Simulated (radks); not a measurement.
Q: Species: Nb2+. Configuration: [Ar] 3d10 4s1.5 4p6 4d3 5d0.5 (fractional occupations, a model configuration). Method: Dirac Kohn-Sham, BLYP, spin-unpolarised, spherical densities, point nucleus; open shells fill j = l - 1/2 first; computed with a radial shooting solver on a logarithmic mesh with Libxc functionals. Some entries of the table are withheld. Estimate them.

orbital,occ.,eigenvalue (hartree),<r^2> (bohr^2),<r> (bohr)
1s1/2,2,-691.8954,0.001757,0.03609
2s1/2,2,-97.50164,0.02938,0.1577
2p1/2,2,-89.56139,0.02223,0.1346
2p3/2,4,-86.03910,0.02361,0.1391
3s1/2,2,-16.97213,(1),0.4431
3p1/2,2,(2),0.2243,0.4386
3p3/2,4,(3),0.2349,0.4491
3d3/2,4,-8.13090,0.2239,0.4308
3d5/2,6,-8.02460,0.2274,0.4343
4s1/2,1.5,-2.95326,1.488,1.146
4p1/2,2,-2.11542,1.804,1.256
4p3/2,4,-2.03429,1.888,1.285
4d3/2,3,(4),3.699,1.767
4d5/2,0,(5),3.757,1.781
5s1/2,0,(6),9.787,2.953
5p1/2,0,-0.52114,13.57,3.473
5p3/2,0,-0.51059,14.07,3.537
5d3/2,0.5,-0.28680,30.54,5.202
5d5/2,0,-0.28566,30.79,5.223

A: 
(1) 3s1/2 <r^2> (bohr^2): 0.2252
(2) 3p1/2 eigenvalue (hartree): -13.98310
(3) 3p3/2 eigenvalue (hartree): -13.41232
(4) 4d3/2 eigenvalue (hartree): -0.82941
(5) 4d5/2 eigenvalue (hartree): -0.82126
(6) 5s1/2 eigenvalue (hartree): -0.69931
